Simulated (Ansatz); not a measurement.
Consider the redistribution: `OB(O)S` + `C[Se]C` → `OBS` + `C[Se]CO`.

Gas-phase electronic energies from Ansatz, PBE0-D4/def2-TZVP geometries. CCSD(T)/CBS adds triple-zeta CCSD(T) − MP2 to the extrapolated MP2 energy (def2 sets, frozen cores). Functionals use def2-TZVPP. B3LYP here is the variant with VWN-RPA as its local correlation; programs differ in this. For Se outer-core shells are correlated without core-valence functions, which leaves a few kJ/mol of doubt a bond. Scalar relativity is left out up to krypton. One conformer a species, not always the lowest.

```tsv
level	ΔE (kJ/mol)	difference from CCSD(T)/CBS
PBE-D4	182.5	-13.7
r2SCAN-D4	193.7	-2.5
PBE0-D4	191.5	-4.7
B3LYP-D4	191.8	-4.4
ωB97M-V	196.2	0.0
B2PLYP	195.6	-0.6
PBE	182.7	-13.5
r2SCAN	193.7	-2.5
B3LYP	192.0	-4.2
SCS-MP2/def2-TZVPP	198.0	1.8
CCSD/def2-TZVPP	198.9	2.7
HF/def2-QZVPP	206.6	10.4
MP2/def2-QZVPP	201.3	5.1
HF/CBS(def2)	206.7	10.5
MP2/CBS(def2)	201.2	5.0
CCSD/CBS(def2)	199.0	2.8
CCSD(T)/CBS	196.2	0
```

Largest T1 diagnostic among the species: 0.013.

In def2-TZVPP, CCSD(T) changes the Hartree–Fock value by −10.0 kJ/mol (the triples alone add −2.8 kJ/mol) and MP2 by −5.1 kJ/mol. From PBE to PBE0 (25 % exact exchange), in def2-TZVPP and without D4, ΔE moves by +9.0 kJ/mol.
